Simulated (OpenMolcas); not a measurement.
## Ionisation energies of strontium

```
Program             : OpenMolcas 26.06
Basis               : ANO-R2 [6s5p3d1f]
Scalar Hamiltonian  : X2C, finite nucleus
Spin-orbit coupling : state interaction with AMFI integrals over the reference wave functions, term energies averaged over their components
```

Active shells in each charge state: the valence s, p, d shells, with orbitals averaged over the low states. Where CASPT2's correlated closed shells are named, they are those of the first ion.

A. CASSCF
B. SS-CASPT2, IPEA 0.25 Eh, imaginary shift 0.1 Eh (closed shells correlated: 4s 4p)
C. SS-CASPT2, IPEA 0.25 Eh, imaginary shift 0.1 Eh (closed shells correlated: none)
D. SS-CASPT2, IPEA 0.25 Eh, imaginary shift 0.1 Eh (closed shells correlated: 3d 4s 4p)
E. SS-CASPT2, IPEA 0 Eh, imaginary shift 0.1 Eh (closed shells correlated: 4s 4p)

Energies in eV between the lowest computed levels, named as in B; reference values from the NIST Atomic Spectra Database with their kind.

```
         From             To       A       B       C       D       E  Spin-orbit share in B          Reference
   Sr 5s2 1S0  Sr+ 5s 2S 1/2   5.299   5.460   5.379   5.461   5.456                 +0.000   5.695 (measured)
Sr+ 5s 2S 1/2   Sr2+ 4p6 1S0  10.401  10.830  10.401  10.833  10.866                 +0.000  11.030 (measured)
```

Error against the reference values, in %:

```csv
From,Reference,A,B,C,D,E
Sr,measured,-7.0,-4.1,-5.5,-4.1,-4.2
Sr+,measured,-5.7,-1.8,-5.7,-1.8,-1.5
```

Mean absolute error over the 2 measured values: A 0.51 eV, B 0.22 eV, C 0.47 eV, D 0.22 eV, E 0.20 eV.

The lowest level within the active space need not be the ion's true ground level.
